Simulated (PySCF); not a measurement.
**A small calculation by hand: entropy of an ideal gas**

H2S2Te, SMILES S[Te]S.

Geometry optimised at B3LYP-D3(BJ)/def2-SVP. The def2 effective core potentials stand for the cores of Te; spin–orbit coupling is left out. The values are those of a single conformer.

B3LYP-D3(BJ)/def2-SVP (PySCF) gives the harmonic wavenumbers 119, 301, 314, 327, 345, 750, 760, 2652, 2652 cm⁻¹ and the rotational temperatures 0.2332, 0.0986, 0.0707 K. The molar mass is 193.74 g/mol, the symmetry number 2, the spin multiplicity 1.

**Question.** Work out the entropy at 298.15 K and 1 atm in the rigid-rotor, harmonic-oscillator model.

**Answer.** 
Translation (Sackur–Tetrode at 1 atm): S = R[1.5 ln M + 2.5 ln T − 1.16487] = 174.4 J/(mol K).
Rotation: q = (√π/σ) T^1.5/√(θA θB θC) = 113000, S = R[ln q + 3/2] = 109.2 J/(mol K).
Vibration: with u = 1.4388 ν/T, each mode gives R[u/(e^u − 1) − ln(1 − e^−u)]:
```json
[
 {"ν (cm⁻¹)": "119", "modes": "1", "u": "0.57", "S (J/(mol K))": "13.04"},
 {"ν (cm⁻¹)": "301", "modes": "1", "u": "1.45", "S (J/(mol K))": "5.91"},
 {"ν (cm⁻¹)": "314", "modes": "1", "u": "1.52", "S (J/(mol K))": "5.61"},
 {"ν (cm⁻¹)": "327", "modes": "1", "u": "1.58", "S (J/(mol K))": "5.33"},
 {"ν (cm⁻¹)": "345", "modes": "1", "u": "1.66", "S (J/(mol K))": "4.97"},
 {"ν (cm⁻¹)": "750", "modes": "1", "u": "3.62", "S (J/(mol K))": "1.05"},
 {"ν (cm⁻¹)": "760", "modes": "1", "u": "3.67", "S (J/(mol K))": "1.01"}
]
```
The stiffer modes add less than 0.005 each. Sum 36.9 J/(mol K).
Spin: R ln 1 = 0.0 J/(mol K).
Total 320.6 J/(mol K); the program's own thermochemistry gives 320.6. Translation makes up 54 % and vibration 12 %. Anharmonicity, hindered rotation and orbital degeneracy are left out.
